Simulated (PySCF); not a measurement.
Species: C₉H₅N.
Numbering: `[CH:1]#[C:2][c:3]1[cH:4][cH:5][n:6][c:7]([C:8]#[CH:9])[cH:10]1`

Structure used (GFN2-xTB), in Å, numbered top down from 1:
```
atom  x, y, z in Å
C1    -3.1680    1.5407   -0.7466
C2    -2.2090    0.8831   -0.4488
C3    -1.0753    0.1103   -0.0985
C4    -1.2141   -1.1927    0.3862
C5    -0.0650   -1.8957    0.7086
N6     1.1545   -1.4089    0.5861
C7     1.2918   -0.1658    0.1266
C8     2.6130    0.3401    0.0047
C9     3.7233    0.7831   -0.1029
C10    0.2075    0.6365   -0.2300
H11   -4.0060    2.1163   -1.0066
H12   -2.1916   -1.6338    0.5047
H13   -0.1229   -2.9082    1.0875
H14    4.6970    1.1634   -0.1947
H15    0.3604    1.6397   -0.5980
```

NICS = −σ at a ghost point: NICS(0) at the centroid of the ring atoms, NICS(1) 1 Å to either side along the normal of their mean plane, zz for the tensor component along that normal. Level: GIAO PBE0/pcSseg-1 (PySCF, non-relativistic, gas phase) on the GFN2-xTB geometry, one conformer.

Ring bond lengths (Å), with Mayer bond orders in brackets: C3–C4 1.397 (1.39), C4–C5 1.385 (1.39), C5–N6 1.319 (1.50), N6–C7 1.332 (1.52), C7–C10 1.395 (1.31), C10–C3 1.393 (1.40).

What do the NICS probes read (ppm)?

```
              ring                                               type  NICS(0)  NICS(1), two faces  NICS(1)zz, two faces  rms pucker (Å)  centre to ring atoms, mean (Å)
C3–C4–C5–N6–C7–C10  6-membered ring with N; formal bonds all aromatic     -7.2       -10.7 / -10.7         -25.3 / -25.3            0.00                            1.37
```

What do they say, and how far can they be read as aromaticity?

- C3–C4–C5–N6–C7–C10: mean NICS(1)zz -25.3 ppm, shielded, aromatic by this magnetic criterion (flat ring, no four-coordinate atom).

And the bond-length index? HOMA = 1 − mean of α(R − Ropt)² over the ring bonds, with Krygowski's 1993 parameters (CC: Ropt 1.388 Å, α 257.7 Å⁻²; CN: Ropt 1.334 Å, α 93.52 Å⁻²).

- C3–C4–C5–N6–C7–C10: HOMA 0.99; the largest term is that of C5–N6, α(R − Ropt)² = 0.02. The geometric and the magnetic index point the same way.

At the second NICS(1) probe listed for ring C3–C4–C5–N6–C7–C10, 1 Å off the ring, how large is the induced field along the normal in 7.05 T applied along it?

NICSzz × B0 = -25.3 ppm × 7.05 T = -178 μT, against the applied field.

Give the inner angles of the rings and the Hirshfeld charges of the ring atoms.

- C3–C4–C5–N6–C7–C10: C3 118.5° (+0.021 e), C4 118.1° (-0.041 e), C5 123.9° (+0.023 e), N6 118.1° (-0.150 e), C7 123.0° (+0.068 e), C10 118.3° (-0.036 e); sum 720.0° against 720° for a flat convex ring.

What are the shieldings of the ring atoms and their hydrogens in the same run (means over atoms taken as equivalent)?

```csv
atoms,environment,σ isotropic (ppm)
C3,substituted aromatic carbon,51.8
C4,aromatic CH carbon,55.8
C5,aromatic CH next to a ring nitrogen,31.3
N6,pyridine-type nitrogen,-99.2
C7,substituted aromatic carbon,39.2
C10,aromatic CH carbon,48.3
H12,aromatic hydrogen,24.25
H13,aromatic hydrogen,22.78
H15,aromatic hydrogen,23.86
```
